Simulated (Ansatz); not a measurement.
Input:

```yaml
crystal:
  periodic: [false, false, false]
  atoms:
    - { symbol: F, position_ang: [0.536249, 1.44468, -1.492591] }
    - { symbol: Sb, position_ang: [-0.551604, 0.208578, -0.00572] }
    - { symbol: H, position_ang: [0.7995, 0.549138, 1.019811] }
    - { symbol: H, position_ang: [0.18509, -1.126604, -0.822893] }
    - { symbol: H, position_ang: [-0.969235, -1.075792, 1.301492] }
total_charge: -1
basis:
  gaussian: { orbitals: def2-mTZVP }
hamiltonian:
  xc: b3lyp
  dispersion: d4
md:
  timestep: 3.0
  n_steps: 40
  ensemble: nvt_nose_hoover
  temperature: 500.0
  initial_velocities: maxwell_boltzmann
  seed: 554607
```

Command:

```bash
$ ansatz run input.yaml --threads 1 --pin off --max-ram 2048MiB --backend cpu --events-out ev --progress --plain --runs-dir out
```

Hardware: 1 thread of Arm Neoverse V1, on a shared host.

Task: Roughly how long does this run take, and how much memory?

Result: 87 s, with a peak of 0.12 GiB, for 41 ionic steps.
